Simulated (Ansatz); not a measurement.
Start from `[SiH3][SiH]1CC1` and change one atom or group to get `O[Si]1([SiH3])CC1`.

Ansatz, PBE0-D4/def2-TZVP geometries, multiplicity 1. Each molecule was computed in one conformer, which needn't be the lowest.

| property | `[SiH3][SiH]1CC1` |
| --- | --- |
| size of the dipole moment (B3LYP/def2-TZVPP) / D | 0.17 |
| LUMO energy (PBE/def2-TZVPP) / eV | -1.00 |
| HOMO–LUMO gap (B3LYP/def2-TZVPP) / eV | 6.27 |
| HOMO energy (B3LYP/def2-TZVPP) / eV | -6.64 |
| HOMO–LUMO gap (PBE/def2-TZVPP) / eV | 4.78 |
| HOMO–LUMO gap (ωB97M-V/def2-TZVPP) / eV | 10.52 |

Q: Give the same properties after the change, and the shifts. (Estimate.)

A: The calculation gave: 
| property | `O[Si]1([SiH3])CC1` | shift |
| --- | --- | --- |
| size of the dipole moment (B3LYP/def2-TZVPP) / D | 1.20 | 1.03 |
| LUMO energy (PBE/def2-TZVPP) / eV | -0.82 | 0.18 |
| HOMO–LUMO gap (B3LYP/def2-TZVPP) / eV | 6.29 | 0.02 |
| HOMO energy (B3LYP/def2-TZVPP) / eV | -6.46 | 0.18 |
| HOMO–LUMO gap (PBE/def2-TZVPP) / eV | 4.65 | -0.13 |
| HOMO–LUMO gap (ωB97M-V/def2-TZVPP) / eV | 10.58 | 0.06 |

With PBE0 the HOMO rises by 0.19 eV and the LUMO rises by 0.25 eV, so the gap widens by about 0.06 eV. PBE moves the HOMO by 0.30 eV and ωB97M-V by 0.14 eV. Dipoles are sizes alone; their direction can turn.

B3LYP here is the variant with VWN-RPA as its local correlation; programs differ in this.
